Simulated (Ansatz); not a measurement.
`FC(F)(F)c1ccc(-c2ccc(-c3ccc(-c4ccc(C(F)(F)F)cc4)cc3)cc2)cc1`, relaxed as a singlet with RKS r2SCAN-D4/def2-SVP in Ansatz, starting from the GFN2-xTB geometry. Force threshold 0.03 eV/Å.

Single mean-field runs in def2-SVP are fitted with def2-universal-jkfit.

Start:

```xyz
48

F     8.401    5.111    1.026
C     8.420    3.852    0.562
F     9.268    3.170    1.349
F     9.009    3.912   -0.651
C     7.055    3.231    0.496
C     5.942    4.034    0.284
C     4.690    3.456    0.206
C     4.538    2.076    0.312
C     3.203    1.464    0.219
C     2.967    0.413   -0.663
C     1.708   -0.144   -0.766
C     0.668    0.303    0.044
C    -0.667   -0.306   -0.046
C    -1.306   -0.781    1.096
C    -2.548   -1.375    1.008
C    -3.202   -1.465   -0.218
C    -4.538   -2.076   -0.310
C    -4.774   -3.338    0.228
C    -6.022   -3.922    0.132
C    -7.054   -3.234   -0.494
C    -8.421   -3.848   -0.565
F    -9.130   -3.427   -1.625
F    -9.168   -3.554    0.521
F    -8.389   -5.188   -0.638
C    -6.838   -1.967   -1.020
C    -5.582   -1.400   -0.937
C    -2.574   -0.968   -1.356
C    -1.311   -0.417   -1.275
C     0.911    1.337    0.944
C     2.157    1.927    1.013
C     5.666    1.282    0.508
C     6.919    1.853    0.608
H     6.059    5.102    0.187
H     3.822    4.076    0.039
H     3.771    0.053   -1.288
H     1.525   -0.950   -1.462
H    -0.809   -0.701    2.052
H    -3.029   -1.754    1.897
H    -3.967   -3.872    0.708
H    -6.199   -4.908    0.532
H    -7.648   -1.435   -1.494
H    -5.411   -0.414   -1.343
H    -3.073   -1.040   -2.312
H    -0.823   -0.046   -2.165
H     0.107    1.690    1.574
H     2.335    2.737    1.705
H     5.554    0.212    0.601
H     7.790    1.240    0.777
```

Task: Estimate the energy that the relaxation releases and the steps that it takes.

Result: 28.7 kJ/mol, in 15 steps; 94 s on 2 threads of AMD EPYC 7R13 on a shared host and a share (18 GiB) of an NVIDIA H100 80GB HBM3. The force fell under the threshold at step 12, but the optimiser went on. No frequencies were taken in this run, so the end may be a saddle point.

Task: Does the start keep its bonding and symmetry?

Result: By distances, no bond broke or formed. The bond that changes most is C17–C18, from 1.39 to 1.41 Å (atoms count from 1). Point group C2 at the start, C2 at the end, both within 0.05 Å.

Task: Predict the relaxed structure.

Result: 
```xyz
48

F     8.518    5.114    1.107
C     8.524    3.887    0.562
F     9.362    3.125    1.292
F     9.075    3.995   -0.663
C     7.151    3.284    0.496
C     6.015    4.025    0.838
C     4.752    3.440    0.751
C     4.595    2.110    0.320
C     3.254    1.493    0.227
C     2.944    0.575   -0.794
C     1.680   -0.001   -0.884
C     0.670    0.308    0.047
C    -0.671   -0.306   -0.047
C    -1.408   -0.627    1.109
C    -2.670   -1.209    1.020
C    -3.256   -1.489   -0.229
C    -4.598   -2.102   -0.323
C    -5.025   -3.059    0.621
C    -6.287   -3.638    0.534
C    -7.157   -3.270   -0.501
C    -8.519   -3.898   -0.559
F    -9.200   -3.541   -1.661
F    -9.269   -3.549    0.505
F    -8.443   -5.243   -0.549
C    -6.753   -2.322   -1.446
C    -5.485   -1.747   -1.356
C    -2.521   -1.166   -1.385
C    -1.256   -0.591   -1.296
C     0.982    1.224    1.070
C     2.244    1.806    1.157
C     5.752    1.380   -0.021
C     7.015    1.957    0.067
H     6.122    5.062    1.164
H     3.868    4.036    0.995
H     3.703    0.323   -1.541
H     1.477   -0.723   -1.681
H    -0.975   -0.436    2.095
H    -3.221   -1.434    1.938
H    -4.342   -3.374    1.415
H    -6.598   -4.390    1.265
H    -7.435   -2.029   -2.247
H    -5.189   -0.987   -2.084
H    -2.941   -1.386   -2.371
H    -0.718   -0.338   -2.214
H     0.214    1.500    1.799
H     2.457    2.503    1.972
H     5.659    0.335   -0.329
H     7.905    1.373   -0.187
```
Bond lengths: 29 × C–C 1.39 to 1.50 Å; 6 × C–F 1.34 to 1.35 Å; 16 × C–H 1.09 Å.
